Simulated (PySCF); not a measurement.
Computed IR spectrum (relative IR intensity) of a molecule C5H4O2. The structure is a stationary point at PBE-D3(BJ)/def2-SVP. Other conformers were not sampled. These are PySCF with PBE-D3(BJ)/def2-SVP values and carry that method's errors. Frequencies are harmonic and unscaled.

ν (cm⁻¹): 121 (vw), 581 (vw), 683 (m), 821 (m), 893 (w), 907 (w), 1054 (m), 1161 (s), 1298 (w), 1310 (s), 1462 (s), 1635 (w), 2060 (vs), 2991 (m), 3059 (vw), 3223 (vw) (against the strongest line: vs over 80 %, s over 45 %, m over 15 %, w over 4 %, vw less)

Problem. Which molecule gave these data?
A. C=C=C1OC=CO1
B. C#CC1=COCO1
C. C#CC1OC(=C)O1
D. C#C[C@H]1OCC1=O

Solution. A, C=C=C1OC=CO1
